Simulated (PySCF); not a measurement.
Si(Cl)3(Et), SMILES CC[Si](Cl)(Cl)Cl (C₂H₅Cl₃Si) (B3LYP/def2-SVP optimised geometry):

```
11

C      1.078     0.254     1.203
C      0.424    -0.439     0.000
Si    -1.444    -0.439     0.000
Cl    -2.177    -1.408     1.677
Cl    -2.176     1.497     0.000
Cl    -2.155    -1.410    -1.681
H      2.176     0.212     1.130
H      0.786     1.314     1.261
H      0.787    -0.226     2.150
H      0.736    -1.497    -0.067
H      0.736     0.032    -0.949
```

Level of theory: B3LYP/def2-TZVP (PySCF).

Question: What are the frontier orbital energies and the dipole moment?

Answer: HOMO-2 -9.15 eV, HOMO-1 -8.85 eV, HOMO -8.77 eV, LUMO -0.35 eV, LUMO+1 0.35 eV; dipole moment 2.19 D.

On the same geometry PBE/def2-TZVP in PySCF 2.14.0 gives HOMO-2 -8.00 eV, HOMO-1 -7.72 eV, HOMO -7.66 eV, LUMO -1.10 eV, LUMO+1 -0.36 eV; dipole moment 2.16 D.

Meta-Löwdin charges at B3LYP/def2-TZVP: C1 -0.32, C2 -0.44, Si3 1.00, Cl4 -0.28, Cl5 -0.28, Cl6 -0.28, H7 0.12, H8 0.11, H9 0.11, H10 0.13, H11 0.13.
